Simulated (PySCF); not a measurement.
**How methods differ on the excitation energy of Sb²⁺**

Sb²⁺ [Kr] 4d10 5s2 5p1 (2P) → Sb²⁺ [Kr] 4d10 5s1 5p2, s spin flipped, as a difference of total energies. All numbers are calculated (PySCF 2.14, the spin-free X2C one-electron Hamiltonian (Gaussian nucleus), in aug-cc-pVQZ-DK3). Correlated levels: valence: [Kr] 4d10 frozen. The calculations carry no spin-orbit coupling.

| method | excitation energy (cm⁻¹) |
| --- | --- |
| UHF | 83238 |
| LDA | 75821 |
| PBE | 74899 |
| PBE0 | 77245 |
| r2SCAN | 76410 |
| HSE06 | 77138 |
| PW91 | 75066 |
| TPSSh | 76152 |
| MP2 (valence) | 78146 |
| SCS-MP2 (valence) | 77613 |

The upper determinant mixes two multiplicities, so it lies between the two terms.
